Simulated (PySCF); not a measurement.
A structure optimised at PBE0-D3(BJ)/def2-SVP, used in a PySCF frequency run:

```xyz
11

O      0.9183    -0.3681    -0.8505
C      0.6579     0.8071    -0.0864
C     -0.7791     0.5829     0.3722
O     -0.7947    -0.8663     0.5943
H      1.8618    -0.5484    -0.9686
H      1.3449     0.8788     0.7716
H      0.7349     1.7176    -0.6980
H     -1.0264     1.0882     1.3130
H     -1.5113     0.8233    -0.4111
H     -0.0157    -1.1231    -0.1039
H     -1.6498    -1.3008     0.4322
```
Charge +1, spin multiplicity 1.

**Question.** Write its SMILES and formula.

**Answer.** OCC[OH2+], C2H7O2

**Question.** What are its rotational constants (standard atomic weights)?

**Answer.** 12.858, 6.9915, 5.0203 GHz
